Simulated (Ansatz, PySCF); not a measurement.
Sn(OMe)(SiH3) (CH6OSiSn), SMILES C[O][Sn][SiH3] (connectivity only; charge and spin as stated), neutral, multiplicity 1. Atoms are numbered in the order given.

```xyz
10

Sn     0.7672     0.2591     0.0000
O     -0.8126     1.4799     0.0000
C     -2.1787     1.2230     0.0000
H     -2.4286     0.1430     0.0000
H     -2.6573     1.6727    -0.8897
H     -2.6573     1.6727     0.8897
Si    -0.6628    -2.0402     0.0000
H     -1.5456    -2.1798     1.2073
H     -1.5456    -2.1798    -1.2073
H      0.2646    -3.2207     0.0000
```
Charge 0, spin multiplicity 1.

Coordinates come from a PBE0-D3(BJ)/def2-SVP optimisation. The structure was generated by enumeration; whether it is a known compound was not checked. The def2 effective core potentials stand for the cores of Sn; spin–orbit coupling is left out. One conformer was computed; it need not be the lowest.

Two levels are set side by side: PBE-D3(BJ)/def2-SVP (Ansatz, an electronic-structure program) and PBE0-D3(BJ)/def2-SVP (Ansatz). Each level has its own optimised geometry; the coordinates shown are those of the second. Frequencies come from the Hessian of PySCF at each geometry. Differences are taken from unrounded values.

| quantity | PBE0-D3(BJ) |
|---|---|
| mean bond length (Å) | 1.547 |
| bond Sn1–O2 (Å) | 1.997 |
| bond Sn1–Si7 (Å) | 2.708 |
| bond O2–C3 (Å) | 1.390 |
| bond C3–H4 (Å) | 1.109 |
| bond C3–H5 (Å) | 1.106 |
| bond C3–H6 (Å) | 1.106 |
| bond Si7–H8 (Å) | 1.502 |
| bond Si7–H9 (Å) | 1.502 |
| bond Si7–H10 (Å) | 1.501 |
| highest harmonic wavenumber (cm⁻¹) | 3084 |
| mean harmonic wavenumber (cm⁻¹) | 1189 |
| zero-point energy (kcal/mol) | 40.79 |

Question: What does PBE-D3(BJ) give, and how far is it from PBE0-D3(BJ)? (An estimate is asked for; the answer gives what the named calculation found.)

Answer: 
```
quantity                            PBE-D3(BJ)  PBE-D3(BJ) minus PBE0-D3(BJ)
----------------------------------  ----------  ----------------------------
mean bond length (Å)                     1.561                         0.014
bond Sn1–O2 (Å)                          2.028                         0.031
bond Sn1–Si7 (Å)                         2.730                         0.022
bond O2–C3 (Å)                           1.404                         0.014
bond C3–H4 (Å)                           1.117                         0.009
bond C3–H5 (Å)                           1.115                         0.009
bond C3–H6 (Å)                           1.115                         0.009
bond Si7–H8 (Å)                          1.513                         0.011
bond Si7–H9 (Å)                          1.513                         0.011
bond Si7–H10 (Å)                         1.512                         0.011
highest harmonic wavenumber (cm⁻¹)        2983                          -101
mean harmonic wavenumber (cm⁻¹)           1144                           -44
zero-point energy (kcal/mol)             39.27                         -1.52
```

Exact exchange shortens and stiffens bonds; PBE has none. Differences between two approximate levels are no errors against the true value.
